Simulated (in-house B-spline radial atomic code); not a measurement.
Ca²⁺. Computed with a B-spline radial atomic code. Model: non-relativistic spherical atom: semilocal Troullier-Martins pseudo-atom, one channel per l, against all electrons, high spin, G0W0 and RPA with empty states to l = 8, local potential for every l without a channel, a model core (radius 0 = none) keeps its share of the functional.

What the tables leave out is listed at the end.

The pseudopotential gives back the lowest level of each angular momentum of its own functional in the configuration it was made in; a second state of the same l is only approximately right. Exact exchange, RPA and GW see the smooth pseudo-orbitals and miss the exchange with the core, for which the functional's share stands in. The column with an uncorrelated core keeps all orbitals and exact exchange, and so separates missing core correlation from pseudisation. Only the three outermost levels and the lowest empty one were computed. RPA here is direct RPA, with no exchange kernel, and its energies carry an (l + 1/2)⁻⁴ tail. A hybrid on a potential with a model core restores only its own semilocal share of the core's exchange.

Command:
```bash
python run_psgw.py task.json out
```
Settings (lengths in bohr, energies in hartree):
```
Z                      20
electrons              18
configuration          [Ne] 3s2 3p6
generated_in           [Ne] 3s2 3p6
functional             pbe,pbe
core_shells            3
radius_factor          0.8
core_correction        False
```

Cost of the run: 20 s on 1 thread of Arm Neoverse N1 (shared host).

Given: made with PBE; model core radius 0 bohr; local radius 0.973 bohr; mean-field start PBE.

Valence shells of the generating configuration: 3s, 3p.

Channel: s 0.806, p 0.839, d 1.92 (radii in bohr).

Computed: largest level miss in the spin-unpolarised generating configuration 0.001 eV; valence RPA correlation energy all-electron orbitals -0.46262 hartree; all-electron RPA polarisability, core included 3.0585 bohr³; pseudo-atom RPA polarisability 3.0784 bohr³.

| level | occupied | mean-field all-electron (eV) | mean-field pseudo minus all (eV) | G0W0 all-electron (eV) | G0W0 uncorrelated core minus all (eV) | G0W0 pseudo minus all (eV) | exchange self-energy all-electron (eV) | exchange self-energy pseudo (eV) |
| --- | --- | --- | --- | --- | --- | --- | --- | --- |
| 3p | 1 | -43.057 | -0.001 | -50.829 | 0.149 | -0.197 | -31.736 | -28.116 |
| 3d (empty) | 0 | -16.046 | 0 | -10.301 | 0.106 | 0.001 | -8.1137 | -7.2632 |

Problem. What is the valence RPA correlation energy pseudo?

Solution. -0.50615 hartree.

Given: mean-field start PBE0.

Computed: valence RPA correlation energy all-electron orbitals -0.43196 hartree; all-electron RPA polarisability, core included 2.8099 bohr³; pseudo-atom RPA polarisability 2.8269 bohr³.

```
     level  occupied  mean-field all-electron (eV)  mean-field pseudo minus all (eV)  G0W0 all-electron (eV)  G0W0 uncorrelated core minus all (eV)  G0W0 pseudo minus all (eV)  exchange self-energy all-electron (eV)  exchange self-energy pseudo (eV)
        3p         1                       -45.375                             0.003                 -51.044                                  0.147                      -0.171                                 -31.678                           -28.136
3d (empty)         0                       -14.308                            -0.011                 -10.338                                  0.093                       0.021                                 -7.5566                           -6.8352
```

Problem. What is the valence RPA correlation energy pseudo?

Solution. -0.47145 hartree.

Given: mean-field start Hartree-Fock.

Computed: valence RPA correlation energy pseudo -0.39413 hartree; all-electron RPA polarisability, core included 2.3177 bohr³; pseudo-atom RPA polarisability 2.3171 bohr³.

```
     level  occupied  mean-field all-electron (eV)  mean-field pseudo minus all (eV)  G0W0 all-electron (eV)  G0W0 uncorrelated core minus all (eV)  G0W0 pseudo minus all (eV)  exchange self-energy all-electron (eV)  exchange self-energy pseudo (eV)
        3p         1                       -51.071                            -0.081                 -51.495                                  0.142                      -0.056                                 -31.407                           -28.112
        3s         1                       -75.595                             0.113                 -71.974                                  0.082                       0.346                                 -39.393                           -35.048
4s (empty)         0                       -11.294                            -0.038                 -11.765                                  0.012                      -0.053                                 -1.1496                          -0.85159
```

Problem. What is the valence RPA correlation energy all-electron orbitals?

Solution. -0.3635 hartree.

Among the listed levels the largest G0W0 shift of the pseudo-atom is +0.35 eV, for 3s on the Hartree-Fock start, while leaving the core uncorrelated moves that level by +0.08 eV. So pseudisation and the lost core exchange, not the missing core correlation, make the error. Not in the tables (levels of low weight, unsolved or above zero; the highest and the empty levels are kept at any weight): on PBE the G0W0 levels 3s (pseudo minus all +0.24 eV, weights 0.62 and 0.62); on PBE0 the G0W0 levels 3s (pseudo minus all +0.29 eV, weights 0.73 and 0.74).
